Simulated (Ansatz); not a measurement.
CH₆Sn⁺, that is SnMeH3 with one electron fewer. Charge 1, multiplicity 2. Geometry PBE-D4/def2-TZVP, that of the neutral singlet; atoms count from 1.

Cartesian coordinates in Å:
```
Sn 0.843 0.523 -0.096
C -0.983 -0.610 0.112
H -1.805 -0.084 -0.389
H -1.227 -0.730 1.174
H -0.859 -1.600 -0.344
H 2.135 -0.284 0.708
H 0.650 2.089 0.595
H 1.247 0.696 -1.761
```

In the def2 sets Sn takes a core potential; there is no spin–orbit coupling.

Q: Estimate the Mulliken populations from the PBE0/def2-TZVP orbitals of Ansatz.

A: 
| atom | charge (e) | spin (α − β) |
| --- | --- | --- |
| Sn1 | 0.44 | 0.18 |
| C2 | -0.42 | 0.67 |
| H3 | 0.24 | 0.00 |
| H4 | 0.24 | 0.00 |
| H5 | 0.24 | 0.00 |
| H6 | 0.08 | 0.05 |
| H7 | 0.08 | 0.05 |
| H8 | 0.08 | 0.05 |
Mulliken values depend strongly on the basis.

Q: Where does the spin sit?

A: Summed by element: Sn 0.18, C 0.67, H 0.15, of 1 unpaired in all. Largest on single atoms: C2 0.67, Sn1 0.18, H7 0.05.

Q: And the Mayer bond orders between heavy atoms (over 0.3)?

A: Sn1–C2 0.55 (2.16 Å).
